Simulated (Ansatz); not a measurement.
The cluster Pb₂O. The state is a quintet with charge 0. Geometry PBE0-D4/def2-TZVP; atoms count from 1.

```
atom    x (Å)    y (Å)    z (Å)
 Pb1  -0.1187   1.6879   0.3606
 Pb2  -0.4220  -1.5533   0.6344
  O3   0.5407  -0.1347  -0.9951
```

In the def2 sets Pb takes a core potential; there is no spin–orbit coupling. At PBE0-D4/def2-TZVP a broken-symmetry singlet of charge 0 lies 2.76 eV below the quintet, each at its own geometry. The structure comes from a short search, and lower isomers may exist.

Estimate the Mulliken populations from the PBE0/def2-TZVP orbitals of Ansatz.


| atom | charge (e) | spin (α − β) |
| --- | --- | --- |
| Pb1 | 0.20 | 1.48 |
| Pb2 | 0.20 | 1.48 |
| O3 | -0.41 | 1.04 |
Mulliken values and Mayer orders depend strongly on the basis.

Where does the spin sit?

Summed by element: Pb 2.96, O 1.04, of 4 unpaired in all. Largest on single atoms: Pb1 1.48, Pb2 1.48, O3 1.04.

And the Mayer bond orders between bonded heavy atoms (over 0.3)?

Pb1–Pb2 0.55 (3.27 Å); Pb1–O3 0.45 (2.37 Å); Pb2–O3 0.45 (2.37 Å).
